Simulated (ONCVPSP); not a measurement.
# copper (Cu): one change to an ONCV potential, before and after

```
Element                 : copper
Generator               : ONCVPSP 4.0.1
Type                    : optimised norm-conserving Vanderbilt (ONCV)
Functional              : PBE
Relativity              : scalar-relativistic
Frozen core             : [Ne]
Valence charge          : 19
Reference configuration : 3s2 3p6 3d9 4s2
Partial waves           : 3s+4s: rc 1.05 bohr, ncon 4, nbas 8, qcut 13.6 1/bohr, 2 projectors; 3p: rc 1.20 bohr, ncon 3, nbas 8, qcut 9.5 1/bohr, 1 projector; 3d: rc 0.80 bohr, ncon 5, nbas 10, qcut 17.5 1/bohr, local
Local potential         : the d channel
Core correction         : Teter function, fcfact 5.25, rcfact 1.1
```

All-electron outer shells of the reference configuration (PBE, scalar-relativistic, ld1.x):

| shell | level (eV) | outermost node (bohr) | outermost maximum (bohr) |
| --- | --- | --- | --- |
| 2p | -922.70 | – | 0.16 |
| 3s | -120.00 | 0.29 | 0.61 |
| 3p | -77.31 | 0.26 | 0.62 |
| 3d | -9.52 | – | 0.60 |
| 4s | -5.81 | 0.88 | 2.16 |

Change: p: ncon 4, nbas 9.

Cutoffs: the cutoffs (Ha) at which the residual kinetic energy of the hardest occupied pseudo-wave falls to 1 and 0.1 mHa per electron; they do not see the model core or the augmentation charge, which bear on the density cutoff. Errors are all-electron minus pseudo energies relative to the spin-unpolarised reference configuration.

Task: How do hardness, ghosts and transferability respond?

Result: The potential gets neither clearly harder nor softer (135 Ha and 157 Ha → 135 Ha and 157 Ha); of the 4 tests that both files solve, the error grows in 0 and shrinks in 1 by more than 15 % and 0.3 meV (median size 2.7 → 2.2 meV); the range in which the p phases agree widens (upper end 2.5 → at the end of the scan); neither file shows a bound ghost.

| quantity | base | changed |
| --- | --- | --- |
| cutoff, loose | 135 Ha | 135 Ha |
| cutoff, tight | 157 Ha | 157 Ha |
| loose cutoff by channel | s 60 Ha, p 37 Ha, d 135 Ha | s 60 Ha, p 38 Ha, d 135 Ha |
| bound ghosts | none | none |
| GHOST(+) flags under 300 eV | none | none |
| error for 3s2 3p6 3d10 4s1, meV [ΔE -1.97 eV] | -3.4 | -3.0 |
| error for 3s2 3p6 3d10 4s0, meV [ΔE 6.18 eV] | -1.9 | -1.3 |
| error for 3s2 3p6 3d9 4s0, meV [ΔE 27.51 eV] | -0.7 | -0.6 |
| error for 3s2 3p6 3d8 4s0, meV [ΔE 66.53 eV] | -11 | -9.8 |
| s: phases at 1.06 bohr within 0.05 rad from the reference energy up to (Ha; the scan ends near 5) | to the end of the scan | to the end of the scan |
| p: phases at 1.21 bohr within 0.05 rad from the reference energy up to (Ha; the scan ends near 5) | 2.5 | to the end of the scan |
| d: phases at 0.81 bohr within 0.05 rad from the reference energy up to (Ha; the scan ends near 5) | to the end of the scan | to the end of the scan |
| rms error of d²Exc/dni dnj with the model core, mHa | 1.46 | 1.48 |
